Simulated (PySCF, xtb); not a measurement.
Si(CCH)(Cl)2(Me) (C3H4Cl2Si), SMILES C#C[Si](C)(Cl)Cl.

GFN2-xTB (xtb) at its own geometry gives an orbital gap of 5.28 eV and a dipole moment of 2.14 D.

Geometry: PBE0-D3(BJ)/def2-SVP.

What does PBE0/def2-TZVP (PySCF) give? (An estimate is asked for; the answer gives what the named calculation found.)

gap 7.93 eV (levels -8.58 and -0.66 eV), dipole 2.29 D.
